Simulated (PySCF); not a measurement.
Input for PySCF:
```python
from pyscf import gto, scf, mp

mol = gto.Mole()
mol.atom = '''
    Si   -0.16616702    1.07796466    0.62002792
    H     0.06478625    2.52939845    0.75560368
    Si    0.13180641   -0.97390264   -0.53199956
    H     0.93583729   -0.94240197   -1.75786354
    H    -1.28013849   -1.29759961   -0.77854108
    H     0.76056340   -1.74626515    0.54840391
'''
mol.basis = 'def2-svpd'
mol.charge = 1
mol.spin = 1
mol.verbose = 3
mol.build()

mf = scf.UHF(mol)
mf.kernel()

pt = mp.MP2(mf, frozen=10)
pt.kernel()
print('E(MP2) = %.10f' % pt.e_tot)
```

Q: What total energy does MP2/def2-SVPD in PySCF give?

A: -1159.659573 Ry

Q: Predict the number of basis functions from MP2/def2-SVPD.

A: 80

Q: Give the MP2 correlation energy at the level MP2/def2-SVPD.

A: -0.1647 Eh

Q: Predict the SCF-reference <S^2> from MP2/def2-SVPD.

A: 0.759

Q: Give the SCF-reference Mulliken (on the basis functions themselves) charges in atom order at the level MP2/def2-SVPD.

A: Si1 0.67, H2 0.00, Si3 0.12, H4 0.07, H5 0.07, H6 0.07

Q: Estimate the nuclear repulsion energy that MP2/def2-SVPD returns for this input.

A: 74.1006 Eh

These values belong to the state on which the SCF converged, which isn't shown to be the lowest.
